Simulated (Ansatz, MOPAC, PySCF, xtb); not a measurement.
Diatomic SnO, closed-shell singlet (the spin of the measured ground state). No spin–orbit coupling.

Constants: fifth-degree fit in 1/R to seven points, most abundant isotopes. In def2 and cc sets the state is the lowest found near the PBE0 minimum, followed along R. The singlet is held restricted. HF and MP2 rows in def2 and cc sets belong to the determinant that coupled cluster picked by its CCSD energy.

The values were computed with Ansatz (an electronic-structure program); MOPAC for AM1, PM3 (differences of heats of formation); PySCF for 3-21G rows; xtb for the GFN methods. Values without a source in brackets are computed. In def2 rows elements past Kr take small-core potentials, without spin–orbit coupling.

| level | r_e (Å) | ω_e (cm⁻¹) | B_e (cm⁻¹) | α_e (cm⁻¹) | D_e (eV) | dipole (D) |
|---|---|---|---|---|---|---|
| AM1 | 1.904 | 752 | 0.329 | 0.00050 | - | - |
| PM3 | 1.839 | 1037 | 0.353 | 0.0012 | - | - |
| GFN1-xTB | 1.805 | 784 | 0.367 | 0.0019 | - | - |
| GFN2-xTB | 1.804 | 706 | 0.367 | 0.0023 | - | - |
| HF/3-21G | 1.813 | 993 | 0.363 | 0.0016 | - | 3.76 |
| HF/def2-TZVPP | 1.785 | 972 | 0.375 | 0.0017 | - | - |
| HF/def2-QZVPP | 1.784 | 969 | 0.375 | 0.0017 | - | - |
| SVWN5/def2-TZVPP | 1.826 | 840 | 0.358 | 0.0020 | 7.25 | 3.88 |
| PBE/def2-TZVPP | 1.848 | 806 | 0.350 | 0.0020 | 6.17 | 3.92 |
| r2SCAN/def2-TZVPP | 1.828 | 850 | 0.357 | 0.0019 | 5.66 | 4.00 |
| B97M-V/def2-TZVPP | 1.827 | 850 | 0.358 | 0.0020 | 5.77 | 4.10 |
| B3LYP/def2-TZVPP | 1.832 | 846 | 0.356 | 0.0019 | 5.56 | 4.29 |
| PBE0/def2-TZVPP | 1.818 | 873 | 0.361 | 0.0019 | 5.34 | 4.24 |
| BHLYP/def2-TZVPP | 1.804 | 914 | 0.367 | 0.0018 | 4.62 | 4.62 |
| CAM-B3LYP/def2-TZVPP | 1.813 | 890 | 0.363 | 0.0018 | 5.49 | 4.42 |
| wB97X-V/def2-TZVPP | 1.809 | 904 | 0.365 | 0.0018 | 5.58 | 4.39 |
| wB97M-V/def2-TZVPP | 1.812 | 896 | 0.364 | 0.0018 | 5.45 | 4.38 |
| B2PLYP/def2-TZVPP | 1.847 | 794 | 0.350 | 0.0022 | 5.82 | - |
| MP2/def2-TZVPP | 1.845 | 808 | 0.351 | 0.0019 | - | - |
| MP2/def2-QZVPP | 1.840 | 812 | 0.353 | 0.0020 | - | - |
| MP2/CBS(def2-TZVPP, def2-QZVPP) | 1.838 | 818 | 0.354 | 0.0020 | - | - |
| SCS-MP2/def2-TZVPP | 1.841 | 820 | 0.352 | 0.0019 | - | - |
| SCS-MP2/def2-QZVPP | 1.837 | 823 | 0.354 | 0.0020 | - | - |
| CCSD/def2-TZVPP | 1.817 | 884 | 0.362 | 0.0018 | 4.98 | - |
| CCSD/def2-QZVPP | 1.812 | 889 | 0.364 | 0.0019 | 5.20 | - |
| CCSD(T)/def2-TZVPP | 1.837 | 822 | 0.354 | 0.0021 | 5.49 | - |
| CCSD(T)/def2-QZVPP | 1.832 | 830 | 0.356 | 0.0021 | 5.73 | - |
| CCSD(T)/CBS(def2-TZVPP, def2-QZVPP) | 1.829 | 839 | 0.357 | 0.0021 | 5.85 | - |

D_e counts from each atom's lowest state at the same level, without counterpoise or zero-point energy.

Correlated levels freeze the inner cores; with def2 sets outer-core shells near the valence are correlated too. CBS: X⁻³ extrapolation of the correlation energy, Hartree–Fock from the larger set. Rows in 3-21G carry no dispersion term and start afresh at each structure; the Pople sets are all-electron and without relativity. The state that AM1, PM3 reach isn't checked.

Doubts at one or more of the structures used: a restricted determinant that unrestricted orbitals would lower (HF/def2-TZVPP, MP2/def2-TZVPP, MP2/CBS(def2-TZVPP, def2-QZVPP), SCS-MP2/def2-TZVPP, CCSD/def2-TZVPP, CCSD(T)/def2-TZVPP, CCSD(T)/CBS(def2-TZVPP, def2-QZVPP)).

Measured for the ground state: r_e 1.8325 Å [microwave values compiled in ACS Omega 2, 8373 (2017)]. ω_e x_e 3.73 cm-1, B_e 0.35572 cm-1, α_e 0.0021429 cm-1 [Huber and Herzberg (1979), NIST Chemistry WebBook]. dipole 4.32 D [compilation of Liu, Meijer and Pérez-Ríos].
